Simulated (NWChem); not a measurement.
System: GaHOBrF; SMILES [OH][Ga]([F])[Br]

```xyz
5

Ga     0.0130    -0.7324     0.0000
F     -1.4946    -1.6125     0.0000
Br    -0.0127     1.5166     0.0000
O      1.5152    -1.6566     0.0000
H      1.3710    -2.6104     0.0000
```
Atoms are numbered in this order, from 1.

Results from NWChem. Geometry: optimised at PBE0/def2-SVP.

Problem. Estimate the computed values for OLYP/def2-SVP. Quantities: highest occupied level (eV); orbital gap (eV); dipole (D).

Solution. 
```json
{
 "highest occupied level (eV)": "-7.36",
 "orbital gap (eV)": "5.10",
 "dipole (D)": "1.10"
}
```
